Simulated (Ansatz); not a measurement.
Mulliken charges of CH4OSeSi (`OC1[SiH2][Se]1`) from ωB97M-V/def2-TZVPP in Ansatz (PBE0-D4/def2-TZVP geometry).

| atom | x (Å) | y (Å) | z (Å) | charge (e) |
| --- | --- | --- | --- | --- |
| O1 | -0.156 | 1.037 | -1.300 | -0.273 |
| C2 | -0.532 | 0.223 | -0.261 | -0.091 |
| Si3 | 0.735 | -0.869 | 0.528 | 0.229 |
| Se4 | -0.068 | 0.866 | 1.661 | -0.192 |
| H5 | -0.759 | 1.786 | -1.355 | 0.189 |
| H6 | -1.581 | -0.066 | -0.250 | 0.159 |
| H7 | 0.345 | -2.237 | 0.938 | -0.016 |
| H8 | 2.108 | -0.797 | -0.016 | -0.003 |

Problem. By hand: the dipole of these point charges (1 e Å = 4.8032 D).

Solution. Σ q r = (-0.134, -0.303, -0.130) e Å, of length 0.356 e Å = 1.71 D.

Problem. How does the dipole of the full density compare? (An estimate is asked.)

Solution. The calculation gave: (-0.194, -0.127, -0.204) e Å, 1.48 D; the point charges give 1.16 times that, at 34° from its direction.

Point charges leave out the atoms' own dipoles, such as those of lone pairs, and Mulliken's split depends on the basis, so the two needn't agree.
